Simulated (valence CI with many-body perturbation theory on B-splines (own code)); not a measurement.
Results of a calculation; reference values are marked as such.
Sc¹⁶⁺: configurations and terms from energies and g

Level of theory: relativistic CI+MBPT: three valence electrons over a frozen Dirac-Fock core [He], a basis of 11 s, 11 p, 10 d, 8 f, 5 g, 2 h functions for each j, with the one-electron correlation potential Σ1 (screened to all orders), the two-electron term Σ2, the three-electron term Σ3, Breit, model QED; selected single and double excitations, second order for the rest, scaled by the run's own slope (own B-spline code, finite nucleus).

No measured spectrum was set against this ion. As an estimate, levels of excited configurations hold to 0.05 to 0.15 % of their energy, terms of the ground configuration to about 0.5 %.

| No. | J | Parity | E (cm⁻¹) | g |
| --- | --- | --- | --- | --- |
| 1 | 1/2 | odd | 0 | 0.663 |
| 2 | 3/2 | odd | 45644 | 1.332 |
| 3 | 1/2 | even | 288110 | 2.659 |
| 4 | 3/2 | even | 306660 | 1.731 |
| 5 | 5/2 | even | 329210 | 1.593 |
| 6 | 3/2 | even | 516810 | 0.806 |
| 7 | 5/2 | even | 520780 | 1.203 |
| 10 | 3/2 | even | 695350 | 1.325 |
| 11 | 3/2 | odd | 896960 | 1.986 |
| 12 | 3/2 | odd | 1008200 | 0.837 |
| 13 | 5/2 | odd | 1015400 | 1.198 |
| 14 | 1/2 | odd | 1129500 | 0.663 |
| 15 | 3/2 | odd | 1143000 | 1.306 |
| 16 | 1/2 | even | 4941400 | 2.001 |

Energies count from the lowest level. Strongly mixed levels and levels close to another of their J and parity are left out, so the numbers can have gaps.

Question: Give configuration and LS term of each level.

Answer: 1: 2s2 2p 2P°; 2: 2s2 2p 2P°; 3: 2s 2p2 4P; 4: 2s 2p2 4P; 5: 2s 2p2 4P; 6: 2s 2p2 2D; 7: 2s 2p2 2D; 10: 2s 2p2 2P; 11: 2p3 4S°; 12: 2p3 2D°; 13: 2p3 2D°; 14: 2p3 2P°; 15: 2p3 2P°; 16: 2s2 3s 2S.
